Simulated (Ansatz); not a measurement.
Computed with Ansatz on PBE0-D4/def2-TZVP structures; ΔE is electronic, products minus reactants. CBS: MP2 limit from def2 TZ/QZ plus the TZ coupled-cluster correction, frozen cores. DFT in def2-TZVPP. For Ge outer-core shells are correlated without core-valence functions, which leaves a few kJ/mol of doubt a bond. Scalar relativity is left out up to krypton. One conformer a species, not always the lowest.

Reaction (cleavage of the Si–Ge bond): `[OH][Ge]([OH])([SiH3])[Cl]` + `O[Si](Cl)(Cl)Cl` → `[SiH3]O[Si](Cl)(Cl)Cl` + `[OH][GeH]([OH])[Cl]`

`[OH][Ge]([OH])([SiH3])[Cl]`:

```xyz
10

O    -1.647   -1.212    0.227
Ge   -0.311   -0.287   -0.452
O    -1.035    0.959   -1.483
Si    1.076    0.493    1.316
Cl    0.830   -1.534   -1.817
H    -2.353   -1.358   -0.411
H    -0.612    1.004   -2.345
H     1.565   -0.683    2.074
H     0.279    1.391    2.187
H     2.209    1.228    0.704
```

`O[Si](Cl)(Cl)Cl`:

Z-matrix (Å, degrees):
```
Si
Cl 1 2.031
Cl 1 2.031 2 107.8
O 1 1.617 2 111.3 3 122.3
Cl 1 2.017 2 109.9 3 -119.8
H 4 0.960 1 118.4 2 -60.4
```

`[SiH3]O[Si](Cl)(Cl)Cl`:

```xyz
9

Si    0.179   -1.290    0.991
O    -0.152   -0.339   -0.315
Si   -0.196    1.116   -0.975
Cl   -1.432    2.329    0.081
Cl   -0.875    0.956   -2.872
Cl    1.661    1.934   -0.993
H    -0.132   -2.686    0.608
H    -0.667   -0.865    2.132
H     1.613   -1.156    1.342
```

`[OH][GeH]([OH])[Cl]`:

Z-matrix (Å, degrees):
```
Ge
O 1 1.752
Cl 1 2.153 2 111.1
O 1 1.762 2 107.9 3 -115.9
H 1 1.523 2 107.5 3 120.2
H 2 0.961 1 112.7 3 72.2
H 4 0.961 1 112.5 2 135.0
```

```json
{"level": "ωB97X-V", "ΔE (eV)": "-0.87"}
{"level": "B2PLYP", "ΔE (eV)": "-0.90"}
{"level": "SCS-MP2/def2-TZVPP", "ΔE (eV)": "-1.00"}
{"level": "CCSD(T)/def2-TZVPP", "ΔE (eV)": "-0.90"}
{"level": "MP2/def2-QZVPP", "ΔE (eV)": "-0.94"}
{"level": "SCS-MP2/def2-QZVPP", "ΔE (eV)": "-1.00"}
{"level": "HF/CBS(def2)", "ΔE (eV)": "-1.21"}
{"level": "MP2/CBS(def2)", "ΔE (eV)": "-0.92"}
```

Problem. What does CCSD(T)/CBS give? (Estimate.)

Solution. Computed: -0.88 eV. The listed levels differ from it by 0.01, -0.02, -0.12, -0.02, -0.06, -0.12, -0.33, -0.04 eV.

Largest T1 diagnostic among the species: 0.012.

From PBE to PBE0 (25 % exact exchange), in def2-TZVPP and without D4, ΔE moves by −0.11 eV. In def2-TZVPP, CCSD(T) changes the Hartree–Fock value by +0.28 eV (the triples alone add +0.04 eV) and MP2 by +0.23 eV.
